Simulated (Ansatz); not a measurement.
Mulliken charges of FH$_{3}$OSiSn, SMILES `[F][Sn][O][SiH3]` from r2SCAN/def2-TZVPP in Ansatz (PBE0-D4/def2-TZVP geometry).

```json
{"atom": "F1", "x (Å)": "-1.710", "y (Å)": "-1.987", "z (Å)": "0.025", "charge (e)": "-0.495"}
{"atom": "Sn2", "x (Å)": "0.150", "y (Å)": "-2.469", "z (Å)": "0.324", "charge (e)": "0.912"}
{"atom": "O3", "x (Å)": "0.839", "y (Å)": "-0.638", "z (Å)": "0.179", "charge (e)": "-0.623"}
{"atom": "Si4", "x (Å)": "0.309", "y (Å)": "0.892", "z (Å)": "-0.083", "charge (e)": "0.472"}
{"atom": "H5", "x (Å)": "-0.343", "y (Å)": "1.013", "z (Å)": "-1.414", "charge (e)": "-0.088"}
{"atom": "H6", "x (Å)": "-0.661", "y (Å)": "1.310", "z (Å)": "0.965", "charge (e)": "-0.088"}
{"atom": "H7", "x (Å)": "1.478", "y (Å)": "1.811", "z (Å)": "-0.041", "charge (e)": "-0.090"}
```

By hand: the dipole of these point charges (1 e Å = 4.8032 D).

Σ q r = (0.562, -0.817, 0.176) e Å, of length 1.007 e Å = 4.84 D.

How does the dipole of the full density compare? (Best estimate.)

The calculation gave: (0.356, -0.480, 0.107) e Å, 2.92 D; the point charges give 1.66 times that, at 2° from its direction.

Point charges leave out the atoms' own dipoles, such as those of lone pairs, and Mulliken's split depends on the basis, so the two needn't agree.
